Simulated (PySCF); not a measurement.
**Electron correlation in Eu⁵³⁺ (europium, charge +53)**

Starting occupation: [Ne]. Computed with PySCF 2.14 in an even-tempered Gaussian basis (17 s from 8 bohr⁻², ratio 2.6; 13 p from 10 bohr⁻², ratio 2.6; 6 d from 11 bohr⁻², ratio 2.8; 3 f from 230 bohr⁻², ratio 2.8), with X2C-1e with screened-nucleus spin-orbit coupling, Gaussian nucleus. Frozen: 1s2; 8 electrons correlated; the 48 highest virtual spinors left out.

MP2 pair energies summed by pair of shells (mhartree):

| pair | energy | share (%) |
| --- | --- | --- |
| 2p1/2-2p3/2 | -104.31 | 33.2 |
| 2p3/2-2p3/2 | -98.06 | 31.2 |
| 2p3/2-2s1/2 | -48.85 | 15.6 |
| 2p1/2-2s1/2 | -25.69 | 8.2 |
| 2p1/2-2p1/2 | -24.15 | 7.7 |
| 2s1/2-2s1/2 | -12.88 | 4.1 |

Total MP2 correlation energy: -313.94 mhartree.

The virtual space was cut to 44 spinors, which keep -241.99 of the -313.94 mhartree of MP2 correlation.

```tsv
level	correlation energy (mhartree)
CCSD	-242.82
(T)	-0.02
CCSD(T)	-242.84
```

Diagnostics: T1 = 2.7e-05, largest double amplitude 0.002.

Cost of the coupled-cluster step: roughly 10 core-seconds, for 8 occupied and 44 virtual spinors.

Iterations:

```
Init t2, MP2 energy = -0.241992196854649
CCSD nocc = 8, nmo = 52
Init t2, MP2 energy = -0.241992196854649
Init E_corr(GCCSD) = -0.241992196854649
cycle = 1  E_corr(GCCSD) = -0.242806828110631  dE = -0.000814631256  norm(t1,t2) = 0.000161503
cycle = 2  E_corr(GCCSD) = -0.242822929881212  dE = -1.61017706e-05  norm(t1,t2) = 4.09996e-06
cycle = 3  E_corr(GCCSD) = -0.242823261691517  dE = -3.31810306e-07  norm(t1,t2) = 1.31934e-07
cycle = 4  E_corr(GCCSD) = -0.242823261202463  dE = 4.89054769e-10  norm(t1,t2) = 6.42088e-10
GCCSD converged
E(GCCSD) = -7771.624674734599  E_corr = -0.2428232612024626
```

The coupled-cluster values are those of the cut space; adding the MP2 remainder, -71.95 mhartree, estimates the full space.

At this charge the one-electron X2C treatment keeps the bare 1/r₁₂, with no two-electron picture change or Breit term. The effect here is smaller than on the frozen 1s shell.
